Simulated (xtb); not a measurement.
F$_{2}$La, doublet, geometry from GFN2-xTB (such geometries of metal compounds can be far from the true shape) (the multiplicity is a formal guess). Base run: GFN2-xTB (xtb).

xtb was given this input:
```
$ xtb mol.xyz --gfn 2 --uhf 1 --json

# file mol.xyz
3

La     0.35119851     0.23883053     0.07480380
F     -1.58633943     0.28362235    -1.33070388
F     -0.63791783    -1.79621569     0.85694648
```

Each row names what was changed in the base input (with any setting that the change needs).

```json
[
 {"change": "base", "ΔE vs base (mEh)": "0.000", "dipole (D)": "5.34", "G_solv (kcal/mol)": "-", "SCF cycles": "53"},
 {"change": "etemp = 5000", "ΔE vs base (mEh)": "-18.286", "dipole (D)": "4.49", "G_solv (kcal/mol)": "-", "SCF cycles": "49"},
 {"change": "gbsa = toluene", "ΔE vs base (mEh)": "-5.724", "dipole (D)": "5.75", "G_solv (kcal/mol)": "-3.97", "SCF cycles": "55"},
 {"change": "etemp = 10000", "ΔE vs base (mEh)": "-101.0", "dipole (D)": "3.44", "G_solv (kcal/mol)": "-", "SCF cycles": "39"},
 {"change": "acc = 0.1", "ΔE vs base (mEh)": "0.000", "dipole (D)": "5.34", "G_solv (kcal/mol)": "-", "SCF cycles": "56"},
 {"change": "etemp = 3000", "ΔE vs base (mEh)": "-3.687", "dipole (D)": "4.97", "G_solv (kcal/mol)": "-", "SCF cycles": "42"},
 {"change": "alpb = methanol", "ΔE vs base (mEh)": "-6.190", "dipole (D)": "5.79", "G_solv (kcal/mol)": "-4.33", "SCF cycles": "58"}
]
```

ALPB and GBSA are two models with their own fitted parameters for each solvent, which aren't always the measured dielectric constant.
